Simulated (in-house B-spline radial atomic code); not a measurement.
**RPA and G0W0 on TPSS: N**

Configuration [He] 2s2 2p3, highest spin, mean-field start TPSS. Computed with a B-spline radial code for spherical atoms: all electrons, scalar-relativistic (spin-free one-electron X2C), finite nucleus, each spin shell either full or empty, empty states to l = 9 with an (l + 1/2)⁻⁴ tail; G0W0 by contour deformation at full frequency.

Command:
```bash
python run_gw.py task.json out
```
Settings (radii: box in bohr, nucleus in fm):
```
Z                        7
electrons                7
configuration            [He] 2s2 2p3
hamiltonian              x2c
method                   tpss,tpss
lmax                     9
rms_radius               2.5582
spin_polarised           True
box_radius               40
intervals                75
```

Run time, properties included: 1.8 s on 1 thread of Arm Neoverse N1, with other jobs on the host.

Energies (hartree):

```csv
term,value
mean-field total,-54.64586
Hartree-Fock functional on these orbitals,-54.43017
direct second order,-0.40601
second-order exchange,0.18835
SOSEX correction,0.16006
```

(1) What is the RPA correlation energy, and what remains with SOSEX?

Quasi-particle levels (eV):

```json
{"level": "2p up", "occupied": "yes", "mean field": "-8.464", "Σx - vxc": "-7.09", "Σc": "?", "QP weight": "?", "G0W0": "?"}
{"level": "2p down", "occupied": "no", "mean field": "-3.682", "Σx - vxc": "7.75", "Σc": "-3.88", "QP weight": "0.847", "G0W0": "0.188"}
```

G0W0 = mean field + (Σx - vxc) + Σc, with Σc (partial-wave tail included) taken at the quasi-particle energy. Levels of low weight are left out. An empty level above zero is unbound and depends on the box.

(2) Where does G0W0 put 2p up?

## Answers

(1) RPA gives -0.33397 hartree (-1.3 eV per electron); RPA + SOSEX gives -0.17391, and the second-order doubles -0.21766 hartree (no singles). SOSEX takes back 48 % of the RPA value.

(2) At -13.608 eV, with Σc = 1.95 eV and a quasi-particle weight of 0.778. The tabulated removal energy is 14.534 eV (NIST, measured).
